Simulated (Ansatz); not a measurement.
`CC1C=C1F` and `FC1=C[CH]1[GeH3]` differ in one atom or group.

Ansatz, PBE0-D4/def2-TZVP geometries, multiplicity 1. 

Scalar relativity is left out up to krypton.

| property | `CC1C=C1F` |
| --- | --- |
| ideal-gas entropy at 298 K and 1 bar (rigid rotor, harmonic PBE0-D4/def2-TZVP) / J/(mol·K) | 302 |
| HOMO energy (PBE0/def2-TZVPP) / eV | -7.25 |
| HOMO–LUMO gap (PBE0/def2-TZVPP) / eV | 7.75 |
| LUMO energy (B3LYP/def2-TZVPP) / eV | 0.23 |
| HOMO–LUMO gap (B3LYP/def2-TZVPP) / eV | 7.27 |
| HOMO energy (ωB97M-V/def2-TZVPP) / eV | -9.49 |

**Question.** Give the same properties after the change, and the shifts. (Estimate.)

**Answer.** Computed: 
```json
{"property": "ideal-gas entropy at 298 K and 1 bar (rigid rotor, harmonic PBE0-D4/def2-TZVP) / J/(mol·K)", "`FC1=C[CH]1[GeH3]`": "341", "shift": "39"}
{"property": "HOMO energy (PBE0/def2-TZVPP) / eV", "`FC1=C[CH]1[GeH3]`": "-6.95", "shift": "0.30"}
{"property": "HOMO–LUMO gap (PBE0/def2-TZVPP) / eV", "`FC1=C[CH]1[GeH3]`": "7.06", "shift": "-0.69"}
{"property": "LUMO energy (B3LYP/def2-TZVPP) / eV", "`FC1=C[CH]1[GeH3]`": "-0.14", "shift": "-0.37"}
{"property": "HOMO–LUMO gap (B3LYP/def2-TZVPP) / eV", "`FC1=C[CH]1[GeH3]`": "6.61", "shift": "-0.66"}
{"property": "HOMO energy (ωB97M-V/def2-TZVPP) / eV", "`FC1=C[CH]1[GeH3]`": "-9.10", "shift": "0.39"}
```

With PBE0 the HOMO rises by 0.30 eV and the LUMO falls by 0.38 eV, so the gap narrows by about 0.68 eV. PBE moves the HOMO by 0.22 eV and ωB97M-V by 0.39 eV.

B3LYP here is the variant with VWN-RPA as its local correlation; programs differ in this.
